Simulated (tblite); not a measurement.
A tight-binding relaxation on `C#C[C@H]1[SiH2][C@H]([SiH2]CC)[SiH2]1`.

Computed with GFN2-xTB geometry optimisation, gas phase (tblite 0.8.0). Start geometry: from a force field or distance geometry. A driver script takes a list of jobs; this job's settings line and coordinates (Å) are shown.

Command:
```bash
OMP_NUM_THREADS=1 python probes_run.py task.json out
```

Input:
```
{"job": {"kind": "relax", "xc": "GFN2-xTB", "basis": "xTB"}, "charge": 0, "multiplicity": 1}
C     -4.748900    -0.160900     0.731600
C     -3.731400     0.248100     0.225200
C     -2.473500     0.723800    -0.344400
Si    -1.077400     0.729700     0.895600
C     -0.164300    -0.537500    -0.065300
Si     1.364600     0.003300    -0.948300
C      2.829800    -0.654000     0.010300
C      3.510100     0.402100     0.852900
Si    -1.581700    -0.596300    -1.273300
H     -5.672400    -0.523800     1.181800
H     -2.587900     1.703500    -0.883700
H     -0.485300     2.024700     1.098500
H     -1.611000     0.111200     2.160300
H     -0.014800    -1.495100     0.461400
H      1.381600    -0.655100    -2.256000
H      1.446400     1.441900    -1.167000
H      2.437300    -1.454300     0.684700
H      3.538100    -1.125300    -0.700600
H      3.415400     1.381700     0.372800
H      3.003400     0.398400     1.861800
H      4.571900     0.106100     0.973800
H     -2.186500    -1.921800    -1.248200
H     -1.168300    -0.123400    -2.613700
```

Output:
```
step      E/eV     max force
  0    -680.95204    2.873
  1    -681.25563    0.982
  2    -681.32822    1.699
  3    -681.33385    3.167
  4    -681.40824    0.556
  5    -681.44181    0.563
  6    -681.47566    0.774
  7    -681.49297    0.449
  8    -681.51170    0.332
  9    -681.53211    0.561
... (131 lines left out)
141    -681.76263    0.017
142    -681.76269    0.019
143    -681.76276    0.021
144    -681.76282    0.022
145    -681.76286    0.014
146    -681.76288    0.011
147    -681.76291    0.013
148    -681.76294    0.018
149    -681.76297    0.015
150    -681.76299    0.009
```

«max force» is the largest atomic force in eV/Å.

Task: From which step on does the largest force stay under 0.1 eV/Å, and how much energy is left to gain from there?

Result: From step 112 (0.044 eV/Å), 5.3 meV above the end.

In short: energy lowered by 18.7 kcal/mol over 150 steps; largest atomic force 0.009 eV/Å at the end.

Task: Give the final coordinates.

Result: 0.554 Å rms from the input after alignment:
```
atom  x, y, z in Å
C1    -4.6573    0.1001    1.0046
C2    -3.6360    0.3896    0.4469
C3    -2.3991    0.7034   -0.1958
Si4   -0.8153    0.5854    0.9067
C5    -0.1107   -0.6726   -0.3679
Si6    1.5234   -0.2857   -1.2431
C7     3.0000   -0.4999   -0.0584
C8     2.9698    0.4465    1.1350
Si9   -1.7137   -0.6171   -1.4285
H10   -5.5586   -0.1403    1.4833
H11   -2.4959    1.6857   -0.6632
H12   -0.1134    1.8663    1.0254
H13   -1.0554    0.0271    2.2393
H14    0.0023   -1.6556    0.0934
H15    1.7165   -1.2116   -2.3721
H16    1.5190    1.0910   -1.7605
H17    3.0342   -1.5277    0.3073
H18    3.9276   -0.3416   -0.6109
H19    2.9549    1.4818    0.8013
H20    2.0816    0.2740    1.7401
H21    3.8462    0.3061    1.7672
H22   -2.4753   -1.8666   -1.4466
H23   -1.5497   -0.1115   -2.7934
```

The run took 3.5 s of wall time on an Arm Neoverse N1 with one thread, shared host with 64 logical CPUs at a one-minute load of 59.
Labels such as C1 count atoms from 1, the log's own numbers from 0.
